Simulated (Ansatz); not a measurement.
Reaction (redistribution): `[OH][Ta]([OH])([OH])([OH])[F]` + `CNBO` → `[OH][Ta]([OH])([OH])([OH])[OH]` + `CNBF`

Calculated with Ansatz (gas phase, PBE0-D4/def2-TZVP geometries, no zero-point term in ΔE). CCSD(T)/CBS adds triple-zeta CCSD(T) − MP2 to the extrapolated MP2 energy (def2 sets, frozen cores). This one scheme is used for every species. Functionals use def2-TZVPP. HSE06 is defined as in plane-wave codes. def2 core potentials past Kr. For Ta outer-core shells are correlated without core-valence functions, which leaves a few kJ/mol of doubt a bond. Each species was taken in one conformer, which may not be the lowest.

`[OH][Ta]([OH])([OH])([OH])[F]`:

```xyz
10

O     1.768    0.404   -0.812
Ta    0.190   -0.258    0.020
O    -0.877    1.232   -0.518
O    -0.308    0.252    1.813
O    -0.826   -1.514   -0.986
F     1.165   -1.653    0.863
H     1.836    1.226   -1.299
H    -1.402    1.901   -0.083
H     0.040   -0.285    2.530
H    -1.586   -1.305   -1.530
```

`CNBO`:

```xyz
10

C     0.166    1.449    0.274
N     0.037    0.036    0.519
B    -0.127   -0.957   -0.447
O    -0.235   -2.264   -0.038
H     1.121    1.843    0.638
H     0.118    1.632   -0.800
H    -0.638    2.023    0.748
H     0.071   -0.237    1.489
H    -0.171   -0.656   -1.611
H    -0.344   -2.869   -0.771
```

`[OH][Ta]([OH])([OH])([OH])[OH]`:

```xyz
11

O    -1.074   -0.747    1.045
Ta    0.178   -0.002   -0.229
O    -0.006    1.681    0.724
O     1.375    0.935   -1.349
O     1.488   -1.307    0.268
O    -0.982   -0.478   -1.676
H    -1.634   -0.654    1.810
H    -0.590    1.726    1.481
H     1.771    1.793   -1.480
H     1.267   -1.988    0.907
H    -1.794   -0.958   -1.501
```

`CNBF`:

Z-matrix (Å, degrees):
```
C
N 1 1.443
H 1 1.094 2 111.7
H 1 1.090 2 109.1 3 119.3
H 1 1.094 2 111.7 3 -121.4
B 2 1.388 1 126.0 3 -119.3
H 2 1.009 1 115.3 3 60.7
F 6 1.340 2 119.2 1 -180.0
H 6 1.197 2 121.7 1 0.0
```

| species | HSE06 energy (Eh) |
| --- | --- |
| `[OH][Ta]([OH])([OH])([OH])[F]` | -460.20960 |
| `CNBO` | -196.46860 |
| `[OH][Ta]([OH])([OH])([OH])[OH]` | -436.17448 |
| `CNBF` | -220.48912 |

Question: Work out ΔE.

Answer: ΔE = (-436.17448) + (-220.48912) − (-460.20960) − (-196.46860) = 0.01460 Eh = +38.3 kJ/mol. CCSD(T)/CBS gives +32.4 kJ/mol.

Question: What do rigid-rotor, harmonic-oscillator terms from PBE0-D4/def2-TZVP frequencies (298.15 K, 1 bar) make of the CCSD(T)/CBS value? (Best estimate.)

Answer: Computed: ΔZPE = -3.3 kJ/mol, ΔH = +30.3 kJ/mol, ΔS = 9 J/(mol·K), ΔG = +27.6 kJ/mol.

Largest T1 diagnostic among the species: 0.018.

At CCSD(T), def2-SVP lies +5.2 kJ/mol from the extrapolated value and def2-TZVPP +0.6 kJ/mol. In def2-TZVPP, CCSD(T) changes the Hartree–Fock value by −5.0 kJ/mol (the triples alone add −1.0 kJ/mol) and MP2 by −5.9 kJ/mol.
